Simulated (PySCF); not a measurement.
Ga(Cl)(SH)2 (ClGaH2S2), SMILES [SH][Ga]([SH])[Cl]. The structure is a stationary point at PBE-D3(BJ)/def2-SVP. Other conformers were not sampled.

Computed equilibrium geometry at PBE-D3(BJ)/def2-SVP (PySCF confirms it by a frequency run) as Cartesian coordinates in Å, and its point group (one conformer of several):
point group C2v.
```xyz
6

Ga     0.0000     0.0000     0.0045
Cl     0.0000     0.0000    -2.1520
S      0.0000    -1.9751     0.9984
H      0.0000    -1.4302     2.2484
S      0.0000     1.9751     0.9984
H      0.0000     1.4302     2.2484
```
